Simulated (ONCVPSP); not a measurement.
## Ce (Z = 58), ONCV: configuration errors across variants

- Element: Ce (Z = 58)
- Generator: ONCVPSP 4.0.1
- Type: optimised norm-conserving Vanderbilt (ONCV)
- Functional: LDA (Perdew-Zunger)
- Relativity: scalar-relativistic
- Frozen core: [Kr] 4d10
- Valence charge: 12
- Reference configuration: 4f1 5s2 5p6 5d1 6s2
- Partial waves: 5s+6s: rc 2.20 bohr, ncon 3, nbas 7, qcut 6 1/bohr, 2 projectors; 5p: rc 2.80 bohr, ncon 4, nbas 8, qcut 5.2 1/bohr, 3 projectors, debl 2.9 Ha; 5d: rc 3.90 bohr, ncon 4, nbas 9, qcut 4.5 1/bohr, 2 projectors, debl 0.4 Ha; 4f: rc 1.75 bohr, ncon 3, nbas 7, qcut 8.9 1/bohr, 3 projectors, debl 1.6 Ha
- Local potential: polynomial inside 1.30 bohr (lpopt 5, dvloc0 0 Ha)
- Core correction: Teter function, fcfact 3.75, rcfact 1.25

All-electron excitation energies from the reference (eV): (1) 4f1 5s2 5p6 5d1 6s1 6.270; (2) 4f1 5s2 5p6 5d1 6s0 17.617; (3) 4f1 5s2 5p6 5d0 6s0 36.955; (4) 4f0 5s2 5p6 5d2 6s1 11.582.

A true bound ghost makes a file unfit for plane-wave use even where its test errors are small: the radial tests pick states by their node count and pass the ghost by.

Errors AE − PS in meV (a dash: test not solved or not reliable):

```
      change   (1)   (2)  (3)    (4)  bound ghosts  GHOST(+) flags above zero
        base  -1.4  -4.8  +19   +593             s                       p, d
 f: qcut 5.5  -1.4  -5.1  +18  +1094          s, f                    p, d, f
 f: qcut 6.3  -1.5  -5.0  +19   +966             s                    p, d, f
 f: qcut 7.8  -1.4  -4.8  +19   +735             s                       p, d
 f: qcut 8.8  -1.4  -4.8  +19   +604             s                       p, d
 f: qcut 9.7  -1.4  -4.7  +19   +498             s                       p, d
  f: qcut 11  -1.4  -4.7  +18   +348             s                       p, d
f: qcut 12.4  -1.4  -4.6  +18   +254             s                       p, d
```

Task: Give the same row for: f: qcut 13.2.

Result: -1.4, -4.6, +18, +241; bound ghosts: s; GHOST(+) flags above zero: p, d.
